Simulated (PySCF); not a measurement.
CH₅Si, SMILES C[SiH2], multiplicity 2. The structure is a stationary point at TPSSh-D3(BJ)/def2-TZVP. The isomer is the one that the SMILES or the coordinates give; other isomers of the formula were not compared.

Q: Give the equilibrium geometry at TPSSh-D3(BJ)/def2-TZVP (PySCF confirms it by a frequency run) as a Z-matrix, and its point group. (An estimate is asked for; the answer gives what the named calculation found.)

A: point group Cs.
```
C
H 1 1.0924
H 1 1.0924 2 108.19
H 1 1.0954 2 108.04 3 -116.74
Si 1 1.8828 2 111.00 3 122.02
H 5 1.4877 1 111.37 2 58.75
H 5 1.4877 6 109.19 1 -123.39
```
Charge 0, spin multiplicity 2.
